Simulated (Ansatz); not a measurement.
NbF₄Cl, SMILES [F][Nb]([F])([F])([F])[Cl], multiplicity 1. Atoms are numbered in the order given.

```xyz
6

Nb     0.0000     0.0000    -0.1437
F     -1.2618     1.2618    -0.6701
F      1.2618     1.2618    -0.6701
F     -1.2618    -1.2618    -0.6701
F      1.2618    -1.2618    -0.6701
Cl     0.0000     0.0000     2.1181
```
Charge 0, spin multiplicity 1.

Geometry: B3LYP-D3(BJ)/def2-SVP. The spin state was assumed, not searched. The structure was generated by enumeration; whether it is a known compound was not checked. The def2 effective core potentials stand for the cores of Nb; spin–orbit coupling is left out.

Two levels are set side by side: PBE-D3(BJ)/def2-SVP (Ansatz, a quantum-chemistry and plane-wave program) and B3LYP-D3(BJ)/def2-SVP (Ansatz). Each level has its own optimised geometry; the coordinates shown are those of the second. Differences are taken from unrounded values.

| quantity | B3LYP-D3(BJ) |
|---|---|
| mean bond length (Å) | 1.941 |
| bond Nb1–F2 (Å) | 1.860 |
| bond Nb1–F3 (Å) | 1.860 |
| bond Nb1–F4 (Å) | 1.860 |
| bond Nb1–F5 (Å) | 1.860 |
| bond Nb1–Cl6 (Å) | 2.262 |

### Question
What does PBE-D3(BJ) give, and how far is it from B3LYP-D3(BJ)? (Estimate from the structure and the level; the computed values follow.)

### Answer

```
quantity              PBE-D3(BJ)  PBE-D3(BJ) minus B3LYP-D3(BJ)
--------------------  ----------  -----------------------------
mean bond length (Å)       1.948                          0.008
bond Nb1–F2 (Å)            1.869                          0.009
bond Nb1–F3 (Å)            1.869                          0.009
bond Nb1–F4 (Å)            1.869                          0.009
bond Nb1–F5 (Å)            1.869                          0.009
bond Nb1–Cl6 (Å)           2.266                          0.004
```

GGA bonds tend to be longer and softer than those of functionals with exact exchange. Differences between two approximate levels are no errors against the true value.
